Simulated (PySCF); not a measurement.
CH₄ClNOSi₂, SMILES O1C=N[Si@@H]([SiH2]1)Cl. Coordinates come from a PBE0-D3(BJ)/def2-SVP optimisation. The structure was generated by enumeration; whether it is a known compound was not checked.

Level of theory: PySCF with PBE0-D3(BJ)/def2-SVP.

Harmonic wavenumbers (cm⁻¹): 90, 129, 218, 349, 399, 414, 489, 571, 668, 693, 711, 728, 744, 808, 870, 936, 1015, 1204, 1381, 1703, 2253, 2270, 2279, 3141. Rotational constants (GHz): 3.414, 1.357, 1.119; symmetry number 1.

Task: Work out the zero-point energy and the ideal-gas rigid-rotor harmonic-oscillator thermochemistry at 298.15 K and 1 atm.

Result: ZPE = ½ Σ hcν = ½ × 24065 cm⁻¹ = 143.94 kJ/mol. H − E(el) = 164.72 kJ/mol. Entropy in J/(mol K): translation 170.17, rotation 119.32, vibration 62.52, total 352.01. G − E(el) = 59.77 kJ/mol. Cp = 112.65 J/(mol K). Modes under 150 cm⁻¹ make the vibrational entropy uncertain.
